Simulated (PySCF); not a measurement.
**Distorted geometries of [Gd(NO3)]2+**

[Gd(NO3)]2+ (singlet in the valence; each metal's 4f electrons, 7 of them, lie in its core potential, out of spins and levels). PySCF 2.14.0, RKS TPSS, Gd lcecp-1-SVP with ECP53, O def2-SVP, N def2-SVP; non-relativistic Hamiltonian with scalar-relativistic core potentials where named; density fitting; no spin-orbit coupling. Relaxed geometry:

```xyz
5

Gd    0.0000    0.0000   -0.5679
O     1.0942    0.0000    1.3122
O    -1.0942    0.0000    1.3122
N     0.0000    0.0000    2.1090
O     0.0000    0.0000    3.2691
```

**Question.** Order these distorted geometries by energy above the relaxed one, lowest first.
A.
```xyz
5

Gd    0.0478   -0.0131   -0.6053
O     1.0439    0.0270    1.3468
O    -1.1105   -0.0907    1.2749
N    -0.0106    0.0744    2.0865
O     0.0294    0.0024    3.3317
```
B.
```xyz
5

Gd    0.0502    0.0030   -0.7090
O     0.9083    0.0740    1.3249
O    -1.0936    0.0725    1.4748
N     0.1616    0.0195    2.1516
O    -0.0265   -0.1690    3.1922
```
C.
```xyz
5

Gd   -0.0276   -0.0793   -0.5855
O     1.1571    0.0612    1.2961
O    -1.1312   -0.0405    1.3255
N    -0.0164    0.0185    2.1106
O     0.0180    0.0401    3.2880
```

**Answer.** C (0.14 eV), A (0.43 eV), B (3.37 eV).

**Question.** Which forces (eV/Å) act in the one that lies 0.14 eV up?

**Answer.** 
```
Gd   0.33  0.08  0.79
O   -2.13 -0.17 -0.13
O    1.21 -0.01  0.19
N    0.87  0.16  1.06
O   -0.28 -0.05 -1.91
```
Forces carry noise of the integration grid, about 0.01 to 0.03 eV/Å.

No frequency check is given that shows the relaxed geometry to be a minimum. An lcecp potential fixes the number of 4f electrons, so in runs with it no electron can move into or out of that shell.
